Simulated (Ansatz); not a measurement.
C4H4F2, SMILES FC1=CC[C@H]1F.

Geometry: PBE-D3(BJ)/def2-SVP. The structure was generated by enumeration; whether it is a known compound was not checked.

Two levels are set side by side: PBE/def2-SVPD (Ansatz, an electronic-structure program) and CAM-B3LYP/def2-SVPD (Ansatz). Energy differences of separate SCF runs at the same geometry; the states with an electron removed or added have multiplicity 2 and 2. Differences are taken from unrounded values.

```csv
quantity,CAM-B3LYP,PBE,PBE minus CAM-B3LYP
vertical ionisation energy (eV),10.09,9.85,-0.23
vertical singlet–triplet gap (eV),4.14,4.20,0.06
```
